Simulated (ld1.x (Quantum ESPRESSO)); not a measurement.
chromium (Cr), TM: configuration errors across variants

Cr (Z = 24), norm-conserving Troullier–Martins (Kleinman–Bylander form), made with ld1.x (Quantum ESPRESSO) 7.5 (LDA (PZ), scalar-relativistic). Core [Ar], reference 3d5 4s0 4p1. Waves: 4s (bound, empty): rc 2.10 bohr; 4p (bound): rc 2.90 bohr; 3d (bound): rc 1.55 bohr. Local part: the d channel. Core correction: a·sin(br)/r model core, default radius (core density twice the valence density).

All-electron excitation energies from the reference (eV): (1) 3d5 4s1 4p0 -3.204; (2) 3d5 4s0 4p0 3.937; (3) 3d4 4s0 4p0 20.280; (4) 3d4 4s1 4p1 0.409; (5) 3d4 4s2 4p0 -3.261; (6) 3d5 4s0.5 4p0 -0.385; (7) 3d3 4s0 4p0 51.306; (8) 3d5 4s0 4p1 spin -4.724; (9) 3d5 4s1 4p0 spin -8.120.

Spin tests fill each open shell by Hund’s rule, majority spin first.

The default core radius of the base comes out at 1.19 bohr.

The overlap operator is not positive definite (basis up to 400 Ry) in “type PAW; waves now 4s (bound): rcut 1.85, rcutus 2.10 bohr; 4s channel at 1.2 Ry: rcut 1.85, rcutus 2.10 bohr; 4p (bound): rcut 2.50, rcutus 2.90 bohr; 4p channel at 1.4 Ry: rcut 2.50, rcutus 2.90 bohr; 3d (bound): rcut 1.35, rcutus 1.55 bohr; 3d channel at 4.35 Ry: rcut 1.35, rcutus 1.55 bohr; local potential all-electron potential smoothed inside 1.35 bohr (lloc = -2); augmentation BESSEL, radius 1.00 bohr”. Such files are unfit for use, however small their errors in these radial tests.

Tests that are not counted but printed errors over 1 eV. “all radii but the core radius scaled by about 1.32 (s 2.76, p 3.82, d 2.04 bohr)”: 3d4 4s1 4p1 (solver errors, printed error -2.5 eV).

4 further variants failed, have other tests or another functional or relativity, and are left out.

A true bound ghost makes a file unfit for plane-wave use even where its test errors are small: the radial tests pick states by their node count and pass the ghost by. Where a test does run into it, the solver fails or the error is huge.

Errors AE − PS in meV (a dash: test not solved or not reliable):

| change | (1) | (2) | (3) | (4) | (5) | (6) | (7) | (8) | (9) | bound ghosts |
| --- | --- | --- | --- | --- | --- | --- | --- | --- | --- | --- |
| base | -2.1 | -7.5 | -95 | -148 | -145 | -0.8 | -835 | +741 | +725 | s, p |
| all radii but the core radius scaled by about 1.32 (s 2.76, p 3.82, d 2.04 bohr) | +0.5 | -5.9 | -136 | – | -112 | -0.4 | -761 | +640 | +629 | s, p |
| wave 3d (bound): rc 1.55 bohr becomes 3d (bound): rc 1.16 bohr | -2.7 | -8.1 | -82 | -140 | -144 | -0.8 | -827 | +787 | +772 | s, p |
| wave 4s (bound): rc 2.10 bohr becomes 4s (bound): rc 1.74 bohr | +1.7 | -7.5 | -95 | -109 | -70 | -1.3 | -835 | +741 | +724 | s, p |
| type PAW; waves now 4s (bound): rcut 1.85, rcutus 2.10 bohr; 4s channel at 1.2 Ry: rcut 1.85, rcutus 2.10 bohr; 4p (bound): rcut 2.50, rcutus 2.90 bohr; 4p channel at 1.4 Ry: rcut 2.50, rcutus 2.90 bohr; 3d (bound): rcut 1.35, rcutus 1.55 bohr; 3d channel at 4.35 Ry: rcut 1.35, rcutus 1.55 bohr; local potential all-electron potential smoothed inside 1.35 bohr (lloc = -2); augmentation BESSEL, radius 1.00 bohr | -4741 | -1.9 | -109 | -40 | – | – | – | – | – | not determined (overlap not positive) |
| core correction a·sin(br)/r model core inside 1.90 bohr | -1.3 | -6.7 | -75 | -120 | -116 | -0.8 | -627 | +3942 | +3880 | s, p |

(1) Give the same row for: wave 4p (bound): rc 2.90 bohr becomes 4p (bound): rc 2.88 bohr.

Results:

(1) -2.0, -7.5, -96, -148, -145, -0.8, -835, +741, +725; bound ghosts: s, p.
